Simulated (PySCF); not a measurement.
A GIAO shielding run with PySCF 2.14.0 with density-fitted response routines (density fitting, non-relativistic, gas phase) on `[BH3-][NH2+]CC(F)F`, C2H8BF2N:

```
$ OMP_NUM_THREADS=1 python probes_run.py task.json out

{"job": {"kind": "nmr", "xc": "PBE0", "basis": "cc-pVTZ", "pop": true}, "charge": 0, "multiplicity": 1}
B      1.982819     0.326656     0.101196
N      0.370615     0.522341     0.235021
C     -0.413106    -0.599865    -0.274806
C     -1.891997    -0.358149    -0.112637
F     -2.176973    -0.173748     1.198474
F     -2.236512     0.779567    -0.762733
H      2.242972    -0.677863     0.754242
H      2.195589     0.188098    -1.098199
H      2.475408     1.346044     0.565184
H      0.137215     0.676744     1.218461
H      0.097053     1.375561    -0.257458
H     -0.112907    -1.507415     0.266922
H     -0.163151    -0.746835    -1.334569
H     -2.510424    -1.186542    -0.497412
```

Hardware: 1 thread of an Arm Neoverse V2, shared host. The job also computes population analyses, field gradients.

Task: How large is the calculation?

Result: 50 electrons, 292 basis functions and 684 auxiliary functions.

Task: How long does it take, and how much memory does it need?

Result: 29 s of wall time, with 12 SCF cycles and 4 response iterations; peak memory 1 GiB. Times on a shared host scatter by some tens of per cent.

Task: And these other runs on the same molecule and hardware: GIAO shielding at B3LYP/pcSseg-1; GIAO shielding at B97-D/pcSseg-1; GIAO shielding at BLYP/pcSseg-1; GIAO shielding at BP86/pcSseg-1; GIAO shielding at HF/pcSseg-1; GIAO shielding at KT2/pcSseg-1?

Result: B3LYP/pcSseg-1: 142 functions, 10 s; B97-D/pcSseg-1: 142 functions, 15 s; BLYP/pcSseg-1: 142 functions, 14 s; BP86/pcSseg-1: 142 functions, 15 s; HF/pcSseg-1: 142 functions, 4.9 s; KT2/pcSseg-1: 142 functions, 15 s.
